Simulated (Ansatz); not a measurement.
C2H7ClSn (`[CH3][SnH2][CH2]Cl`) at its PBE0-D4/def2-TZVP geometry, where that method's forces vanish. Total charge 0; spin multiplicity 1. Sn takes the def2 core potential.

```xyz
11

C    -0.8459   -1.5600    0.1398
Sn    0.1605    0.1703    0.8782
C     0.8256    1.3280   -0.8226
Cl   -0.5429    1.6390   -1.9257
H    -1.6079   -1.2492   -0.5749
H    -1.3204   -2.1018    0.9579
H    -0.1363   -2.2199   -0.3594
H     1.5363   -0.2508    1.8107
H    -0.8820    1.1566    1.8053
H     1.5864    0.7944   -1.3902
H     1.2266    2.2934   -0.5190
```

(1) What forces (eV/Å) does r2SCAN-D4/def2-TZVPP give on these atoms in Ansatz? (An estimate is asked.)

## Answers

(1) Ansatz gave: 
```
C1  -0.044 -0.067 -0.038
Sn2  0.005  0.018  0.095
C3   0.224  0.000  0.088
Cl4 -0.195  0.039 -0.148
H5   0.019 -0.012  0.021
H6   0.013  0.014 -0.023
H7  -0.019  0.015  0.011
H8   0.005 -0.004 -0.001
H9  -0.004 -0.001 -0.008
H10 -0.004  0.007  0.005
H11  0.000 -0.011 -0.004
```
